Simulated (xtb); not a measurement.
SiCl2I2, SMILES Cl[Si](Cl)(I)I. All values are semi-empirical tight-binding results from xtb (GFN2-xTB unless named), good for trends rather than for accurate numbers. Geometry: GFN2-xTB.

Optimised geometry:

Bonded distances (Å): Cl1–Si2 2.006, Si2–Cl3 2.006, Si2–I4 2.459, Si2–I5 2.459. Angles (°): Cl1–Si2–Cl3 111.1, Cl1–Si2–I4 109.5, Cl1–Si2–I5 110.3, Cl3–Si2–I4 110.3, Cl3–Si2–I5 109.5, I4–Si2–I5 106.1.

```yaml
point_group_as_xtb_finds_it: C2v
orbital_gap: 5.28 eV
zero_point_energy: 3.4 kcal/mol
G − E(el) at 298.15 K (modified RRHO): -19.3 kcal/mol
static polarisability (D4 model): 119.8 bohr³
solvation energy, GFN2-xTB/ALPB(water): -1.8 kcal/mol
solvation energy, GFN2-xTB/ALPB(benzene): -7.7 kcal/mol
```

### Question
Give the atomic charges and the Wiberg bond orders between heavy atoms. (Estimate from the structure and the level; the computed values follow.)

### Answer
charges (e) Cl1 -0.19, Si2 0.56, Cl3 -0.19, I4 -0.09, I5 -0.09. Bond orders Cl1–Si2 1.10, Si2–Cl3 1.10, Si2–I4 1.04, Si2–I5 1.04.
